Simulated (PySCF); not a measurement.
# How the method changes the constants of MgAs

State: ⁴Σ⁻ (quartet), unpaired electrons σ ↑, π ↑↑. Set-up: basis Mg cc-pVDZ, As cc-pVDZ-PP with ECP10; scalar-relativistic core potentials; PySCF 2.14. De refers to Mg + As in their high-spin ground configurations, without counterpoise correction. The functionals are run spin-unrestricted. A positive dipole means Mg(−)As(+).

| Level | Re (Å) | ωe (cm⁻¹) | De (eV) | μ (D) |
| --- | --- | --- | --- | --- |
| UHF | 2.678 | 219 | 0.135 | -2.04 |
| UHF-MP2 | 2.653 | 247 | 0.303 | n/a |
| UHF-SCS-MP2 | 2.673 | 237 | 0.207 | n/a |
| UHF-CCSD | 2.709 | 201 | 0.170 | n/a |
| UHF-CCSD(T) | 2.702 | 210 | 0.231 | n/a |
| LDA | 2.635 | 246 | 1.00 | -1.15 |
| PBE | 2.687 | 230 | 0.76 | -1.13 |
| revPBE | 2.706 | 224 | 0.67 | -1.18 |
| r²SCAN | 2.651 | 248 | 0.86 | -1.55 |
| PBE0 | 2.660 | 240 | 0.70 | -1.42 |
| MN15 | 2.732 | 194 | 0.433 | -1.07 |

Task: Which functional lies closest to UHF-CCSD(T) in De, which farthest, and by how much do they differ from it?

Result: Closest is MN15 (+3.0 pm in Re, -7.6 % in ωe, +0.20 eV in De against UHF-CCSD(T) in the same basis), farthest LDA (-6.7 pm in Re, +17.1 % in ωe, +0.77 eV in De). CCSD(T) converges more slowly with the basis than the functionals do and binds too weakly in this one, so the order can change at the basis-set limit.

Task: What does the gradient correction do here, going from LDA to PBE?

Result: PBE less LDA: +5.2 pm in Re, -6.5 % in ωe, -0.24 eV in De. The gradient correction favours the more uneven density of free atoms, so it tends to lengthen bonds and takes away much of the overbinding of LDA; so it does here.

Task: What does second-order correlation do here, going from UHF to UHF-MP2?

Result: UHF-MP2 less UHF: -2.5 pm in Re, +12.8 % in ωe, +0.17 eV in De. Correlation nearly always deepens the well. The bond shortens, as in weak, metallic or heavy-atom bonds, where dispersion and the correlation of outer-core electrons pull the atoms together.

Correlated steps freeze 5 core orbitals. Correlated levels converge slowly with the basis: in double zeta they bind strong bonds too weakly, by up to about 1 eV, and carry superposition errors of some tenths. Spin–orbit coupling is left out. The state is the lowest determinant that a PBE0 search found; another state may lie lower at other levels.

The whole job (state search and all levels along the bond) took about 1.7 min on 1 thread of Arm Neoverse V2 (shared host), peak memory 0.47 GiB.
